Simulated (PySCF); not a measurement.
**A search over the determinants of BeI⁺**

Unrestricted PBE0; basis Be x2c-SVPall, I x2c-SVPall; spin-free X2C with a Gaussian nucleus; PySCF 2.14. Outer shells of the fragments: Be+ 2s1; I 4d10 5s2 5p5.

Followed along the bond (rough minima from three points):

```csv
2Ms+1,unpaired,⟨S²⟩ at the start,R at minimum (Å),Te (eV)
1,none,0.00,2.10,0.00
3,"σ ↑, π ↑",2.00,none in the scan,≤ 1.78
1,"σ ↑, π ↓",1.00,none in the scan,≤ 1.83
```

Solutions found at the starting distance of 2.370 Å, counted from the lowest of them; the search is not exhaustive and high or unbound solutions are not listed, so other states can lie among these:

```csv
2Ms+1,unpaired,term,E (eV),⟨S²⟩,⟨Lz²⟩,μ (D)
1,none,¹Σ⁺,0.00,0.00,0.00,-9.93
3,"σ ↑, π ↑",³Π,1.39,2.00,1.01,-3.52
1,"σ ↑, π ↓",mixed,1.43,1.00,1.00,-3.48
3,σ ↑↑,³Σ⁺,3.29,2.01,0.00,-4.11
3,π ↑↑,mixed,3.63,2.01,2.00,-5.44
1,π ↑↓,mixed,3.80,1.02,2.00,-5.49
3,π ↑↑,mixed,3.81,2.01,2.00,-5.51
3,"σ ↑, π ↑",³Π,5.51,2.00,1.00,-6.05
1,π ↑↓,mixed,7.32,1.01,2.01,1.91
1,none,mixed,8.58,0.00,2.00,1.92
```

A term symbol is given only where ⟨S²⟩ and ⟨Lz²⟩ are close to those of a pure state; real π, δ and φ orbitals otherwise mix terms. A positive dipole points towards I; it is taken about the centre of mass and depends on that origin.

Spin–orbit coupling is left out. Counting both spins, an empty level lies below a filled one in some of these solutions, because spin and occupation are held.
